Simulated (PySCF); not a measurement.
Species: Sn(CN)H3, CH3NSn.
Geometry (PBE0-D3(BJ)/def2-SVP, Å), atoms numbered from 1 in this order:
```
atom  x, y, z in Å
Sn1   -0.0115   -0.0067   -0.6646
C2     0.0237    0.0162    1.4577
N3     0.0457    0.0262    2.6177
H4     1.6156   -0.0059   -1.1644
H5    -0.8420    1.4013   -1.1391
H6    -0.8316   -1.4310   -1.1074
```

Method: PySCF 2.14.0, PBE0-D3(BJ)/def2-SVP geometry optimisation, gas phase, def2 core potentials past Kr.

**Question.** Which atoms are bound to Sn1, and at what distances?

**Answer.** 4 atoms: H4 1.702 Å, H6 1.702 Å, H5 1.702 Å, C2 2.123 Å. The nearest atom not counted as bound is N3, at 3.28 Å.

**Question.** List the angles at Sn1.

**Answer.** 
```csv
angle,degrees,distance of the outer atoms (Å)
H4–Sn1–H6,112.6,2.83
H5–Sn1–H6,112.6,2.83
H4–Sn1–H5,112.6,2.83
C2–Sn1–H5,106.1,3.07
C2–Sn1–H4,106.1,3.07
C2–Sn1–H6,106.1,3.07
```

**Question.** What is the shape at Sn1?

**Answer.** Tetrahedral: angles from 106.1° to 112.6°; τ4 = (360° − α − β)/141° = 0.96 with α and β the two widest (0 for a square, 1 for a tetrahedron).

**Question.** What are the other bond lengths?

**Answer.** C2–N3 1.160 Å.

**Question.** Give some angles away from the centre.

**Answer.** Sn1–C2–N3 179.8°.

**Question.** What are the rotational constants (commonest isotopes, rigid rotor)?

**Answer.** A = 62506, B = 2859, C = 2859 MHz: a prolate symmetric top.

Point group: C3v (tolerance 0.08 Å). Charge 0, singlet. Stationary, but not proved a minimum.

Time: 7.5 s of wall time. Hardware: an Arm Neoverse V1 with one thread, no GPU, shared host. This is the geometry optimisation.
